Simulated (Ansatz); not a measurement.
Geometry optimisation, RKS PBE0/def2-SVP (Ansatz).

Input:

```yaml
crystal:
  periodic: [false, false, false]
  atoms:
    - { symbol: Si, position_ang: [0.093299, 0.0, 0.202803] }
    - { symbol: H, position_ang: [0.122384, 0.0, 1.656514] }
    - { symbol: Cl, position_ang: [2.17419, 0.0, 0.047953] }
    - { symbol: Cl, position_ang: [-0.734587, 1.665726, -0.627735] }
    - { symbol: Cl, position_ang: [-0.734587, -1.665726, -0.627735] }
basis:
  gaussian: { orbitals: def2-SVP }
hamiltonian:
  xc: pbe0
relax:
  f_tol: 0.03
  max_steps: 50
output:
  orbitals: {}
```

Run as:

```bash
$ ansatz run input.yaml --threads 1 --pin off --max-ram 2048MiB --backend cpu --events-out ev --progress --plain --runs-dir out
```

Problem. Where does it end, and by what steps?

Solution. The forces met the threshold. After 4 steps the energy has fallen by 0.194 eV; H2 moved furthest, 0.21 Å.

```
step  energy less start (eV)  largest force component (eV/Å)  accepted
   0                  0.0000                           1.313       yes
   1                 -0.1780                           0.510       yes
   2                 -0.1866                           0.380       yes
   3                 -0.1939                           0.060       yes
   4                 -0.1940                           0.005       yes
```

```xyz
5
Properties=species:S:1:pos:R:3
Si 0.165 0.000 0.247
H -0.079 0.000 1.702
Cl 2.178 0.000 -0.114
Cl -0.671 1.668 -0.592
Cl -0.671 -1.668 -0.592
```

Run time: 16 s on 1 thread of Arm Neoverse V1 (shared host), peak memory 0.16 GiB.
